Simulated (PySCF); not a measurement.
C₆H₆S.
InChI=1S/C6H6S/c7-6-4-2-1-3-5-6/h1-5,7H

Torsions of this conformer, `[SH:1][c:2]1[cH:3][cH:4][cH:5][cH:6][cH:7]1`: H–S1–C2–C3 180°.

The closed-shell ground state was solved at several levels (PySCF, density fitting, gas phase, non-relativistic). Isolated species at its PBE0-D3(BJ)/def2-SVP geometry (one conformer only).

```
            level  basis functions  total energy (Eh)  HOMO (eV)  LUMO (eV)  gap (eV)  dipole (D)
    PBE0/pcSseg-0               79          -629.0439      -6.49      -0.30      6.19        1.57
     KT2/pcSseg-1              156          -637.7126      -5.40      -1.27      4.13        1.06
     PBE0/cc-pVDZ              132          -630.0396      -6.25      -0.20      6.05        1.10
mPW1PW91/pcSseg-1              156          -630.3559      -6.42      -0.42      6.00        1.18
    B3LYP/cc-pVTZ              298          -630.5556      -6.12      -0.56      5.56        1.04
 PBE0/aug-cc-pVDZ              219          -630.0513      -6.38      -0.51      5.87        1.09
```

Q: Estimate the row for wB97X-D/pcSseg-1, a basis of 156 functions; the other rows only guide the guess.

A: Total energy -630.3026 Eh, HOMO -8.15 eV, LUMO 1.32 eV, gap 9.47 eV, dipole 1.25 D.

Q: Over all these levels, which gives the widest orbital gap and which the narrowest?

A: wB97X-D/pcSseg-1 (range-separated hybrid) has the widest, 9.47 eV, and KT2/pcSseg-1 (GGA) the narrowest, 4.13 eV. The two share the basis. From the narrowest to the widest the HOMO moves by -2.75 eV and the LUMO by +2.59 eV.

Q: How much does the basis alone move the frontier levels among the 3 PBE0 rows?

A: The HOMO by 0.24 eV and the LUMO by 0.31 eV. By rising basis size (HOMO, LUMO in eV): pcSseg-0 -6.49, -0.30; cc-pVDZ -6.25, -0.20; aug-cc-pVDZ -6.38, -0.51.

Q: How far do the dipole and the HOMO energy spread over the levels?

A: The dipole runs from 1.04 to 1.57 D (mean 1.18 D) and the HOMO from -8.15 to -5.40 eV.

The pairwise dispersion term of wB97X-D wasn't added to the energies; at a given geometry it leaves orbitals and properties as they are.
